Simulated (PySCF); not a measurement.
# Working out the excitation energy of Li

Li [He] 2s1 (2S) → Li [He] 2p1 (2P). All numbers are calculated (PySCF 2.14, the non-relativistic Hamiltonian (point nucleus), in dyall-acv3z (15s9p3d, 57 functions)). Frozen: nothing; the 5 highest virtual orbitals dropped. Energies in hartree (1 hartree = 27.21139 eV):

```
             part  Li (lower)  Li (upper)
              UHF   -7.432747   -7.365078
MP2 opposite-spin   -0.037947   -0.037468
    MP2 same-spin   -0.000524   -0.000473
```

**Question.** What does Hartree-Fock give?

**Answer.** (-7.365078) − (-7.432747) = 0.067669 hartree = 1.841 eV.

**Question.** What do MP2 and SCS-MP2 (6/5 opposite-spin, 1/3 same-spin) give?

**Answer.** The opposite-spin parts differ by 0.013 eV and the same-spin parts by 0.001 eV. MP2: 1.841 + (0.013) + (0.001) = 1.855 eV. SCS-MP2: 1.841 + 1.2 × (0.013) + (0.001)/3 = 1.857 eV.

Measured between the centres of the two terms (NIST): 1.848 eV, so MP2 (valence and next inner shell) is off by 0.007 eV.

What remains against the reference includes basis incompleteness and correlation beyond second order.
